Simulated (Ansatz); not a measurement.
Calculated with Ansatz (gas phase, PBE0-D4/def2-TZVP geometries, no zero-point term in ΔE). CCSD(T)/CBS is the MP2 limit (def2-TZVPP, def2-QZVPP) plus CCSD(T) − MP2 in def2-TZVPP, frozen cores. Functionals use def2-TZVPP. Elements past krypton have def2 core potentials. For Br, In outer-core shells are correlated without core-valence functions, which leaves a few kJ/mol of doubt a bond. Scalar relativity is left out up to krypton. Each species was taken in one conformer, which may not be the lowest.

Reaction (redistribution): `C[O][In]([OH])[OH]` + `S[Si]Br` → `[OH][In]([OH])[SH]` + `CO[Si]Br`

```csv
level,ΔE (eV)
r2SCAN-D4,-1.23
PBE0-D4,-1.24
```

(1) What does CCSD(T)/CBS give? (Estimate.)

Largest T1 diagnostic among the species: 0.017.

Answers

(1) Ansatz gave: -1.23 eV. The listed levels differ from it by 0.00, -0.01 eV.

In def2-TZVPP, CCSD(T) changes the Hartree–Fock value by +0.17 eV (the triples alone add +0.04 eV) and MP2 by +0.15 eV. From PBE to PBE0 (25 % exact exchange), in def2-TZVPP and without D4, ΔE moves by −0.09 eV.
